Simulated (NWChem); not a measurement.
Species: BSiH$_{5}$O; SMILES BO[SiH3]

```xyz
8

B     -0.0893    -1.8188    -0.0001
H     -1.3144    -1.8401     0.0000
H      0.5774    -2.8395    -0.0006
O      0.5749    -0.6361     0.0003
Si     0.0123     0.9701    -0.0003
H      0.5557     1.6382     1.2264
H     -1.4907     0.9944     0.0029
H      0.5504     1.6356    -1.2306
```
Atoms are numbered in this order, from 1.

Level: PBE-D3(BJ)/def2-SVP (NWChem), optimised geometry, unscaled harmonic frequencies. 

### Question
List the harmonic frequencies with IR intensities, and the thermochemistry.

### Answer
| frequency (cm⁻¹) | IR intensity (km/mol) |
|---|---|
| 95 | 0.2 |
| 200 | 0.7 |
| 291 | 0.0 |
| 683 | 33.9 |
| 704 | 46.3 |
| 713 | 43.9 |
| 909 | 59.2 |
| 915 | 57.3 |
| 932 | 281.6 |
| 983 | 70.5 |
| 1025 | 50.7 |
| 1181 | 9.3 |
| 1354 | 359.6 |
| 2174 | 66.8 |
| 2200 | 90.6 |
| 2204 | 109.9 |
| 2463 | 127.2 |
| 2567 | 185.2 |

```
Quantity                                                                            Value
-----------------------------------------------------------------------  ----------------
zero-point energy                                                           30.9 kcal/mol
thermal correction to the enthalpy at 298.15 K (with zero-point energy)     34.7 kcal/mol
heat capacity Cv                                                         16.5 cal/(mol K)
entropy at 298.15 K and 1 atm (symmetry number 1)                        70.0 cal/(mol K)
dipole moment                                                                      1.45 D
```

Rigid rotor and harmonic oscillator; modes under 100 cm⁻¹ make the entropy uncertain.
